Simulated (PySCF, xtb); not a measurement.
C₅H₅F, SMILES C=C(F)C#CC.

Harmonic wavenumbers (cm⁻¹) from GFN2-xTB run with xtb at its own minimum, in rising order: 7, 110, 157, 278, 297, 371, 506, 564, 701, 705, 856, 912, 1017, 1021, 1071, 1273, 1369, 1388, 1444, 1445, 1680, 2369, 3003, 3007, 3014, 3135, 3176.

**Question.** What does B3LYP-D3(BJ)/def2-SVP (PySCF 2.14.0) give at its own minimum? (The exact figures need the calculation; the answer reports its results.)

**Answer.** 3, 115, 159, 330, 374, 408, 577, 642, 698, 723, 872, 950, 1032, 1034, 1077, 1329, 1385, 1400, 1442, 1443, 1710, 2351, 3023, 3100, 3106, 3174, 3285. Paired by order, the mean absolute difference is 34 cm⁻¹ and the zero-point energies are 49.9 and 51.1 kcal/mol.
